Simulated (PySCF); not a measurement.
C9H12.
InChI=1S/C9H12/c1-4-7-9(6-3)8-5-2/h6-7H,3-4H2,1-2H3/b9-7+

Torsions of this conformer, `[CH2:1]=[CH:2]/[C:3]([C:4]#[C:5][CH3:6])=[CH:7]\[CH2:8][CH3:9]`: C1–C2–C3–C4 0°, C3–C7–C8–C9 108°.

The closed-shell ground state was solved at several levels (PySCF, density fitting, gas phase, non-relativistic). One conformer (not necessarily the lowest) at the PBE0-D3(BJ)/def2-SVP geometry, without solvent, vibrations or thermal averaging.

```json
{"level": "PBE0/pcSseg-1", "basis functions": "213", "total energy (Eh)": "-349.6092", "HOMO (eV)": "-6.22", "LUMO (eV)": "-0.96", "gap (eV)": "5.26", "dipole (D)": "0.46"}
{"level": "B3LYP/def2-SVPD", "basis functions": "276", "total energy (Eh)": "-349.8597", "HOMO (eV)": "-6.03", "LUMO (eV)": "-1.19", "gap (eV)": "4.84", "dipole (D)": "0.48"}
```

(1) Estimate the row for PBE/pcSseg-1, a basis of 213 functions; the other rows only guide the guess.

(2) Over all these levels, which gives the widest orbital gap and which the narrowest?

(3) How far do the dipole and the HOMO energy spread over the levels?

Results:

(1) Total energy -349.5715 Eh, HOMO -5.26 eV, LUMO -1.83 eV, gap 3.43 eV, dipole 0.48 D.

(2) PBE0/pcSseg-1 (global hybrid, 25 % exact exchange) has the widest, 5.26 eV, and PBE/pcSseg-1 (GGA) the narrowest, 3.43 eV. The two share the basis. From the narrowest to the widest the HOMO moves by -0.96 eV and the LUMO by +0.87 eV.

(3) The dipole runs from 0.46 to 0.48 D (mean 0.47 D) and the HOMO from -6.22 to -5.26 eV.
